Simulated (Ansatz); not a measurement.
Mo(O)2(Cl)(SH) (ClHMoO₂S), SMILES [O]=[Mo](=[O])([SH])[Cl], multiplicity 1.

Geometry: PBE0-D3(BJ)/def2-SVP. The multiplicity is an assumed one; no other spin state was optimised. The structure was generated by enumeration; whether it is a known compound was not checked. The def2 effective core potentials stand for the cores of Mo; spin–orbit coupling is left out. One conformer was computed; it need not be the lowest.

Two levels are set side by side: PBE/def2-SVPD (Ansatz, a program for electronic structure) and CAM-B3LYP/def2-SVPD (Ansatz). Energy differences of separate SCF runs at the same geometry; the states with an electron removed or added have multiplicity 2 and 2. Differences are taken from unrounded values.

```
quantity                             PBE
---------------------------------  -----
vertical ionisation energy (eV)    10.49
vertical electron affinity (eV)     1.43
vertical singlet–triplet gap (eV)   3.47
```

These are the PBE values. What does CAM-B3LYP give? (An estimate is asked for; the answer gives what the named calculation found.)


```tsv
quantity	CAM-B3LYP	PBE minus CAM-B3LYP
vertical ionisation energy (eV)	10.80	-0.31
vertical electron affinity (eV)	2.12	-0.69
vertical singlet–triplet gap (eV)	3.23	0.24
```
